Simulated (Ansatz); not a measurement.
SnO2. Total charge 0; singlet. Geometry relaxed at B3LYP-D4/def2-TZVP.

Cartesian coordinates in Å:
```
Sn 0.000 0.000 0.000
O 1.213 1.027 -0.875
O -1.213 -1.027 0.875
```

In the def2 sets Sn takes a core potential; there is no spin–orbit coupling. The structure comes from a short search, and lower isomers may exist.

Question: Estimate the harmonic wavenumbers at RKS B3LYP-D4/def2-TZVP (Ansatz, unscaled). Is this a minimum?

Answer: 155, 155, 774, 887 cm⁻¹. Yes, no mode is imaginary beyond noise. Zero-point energy 11.8 kJ/mol. Run time 12 s (2 threads of Arm Neoverse V2 on a shared host).
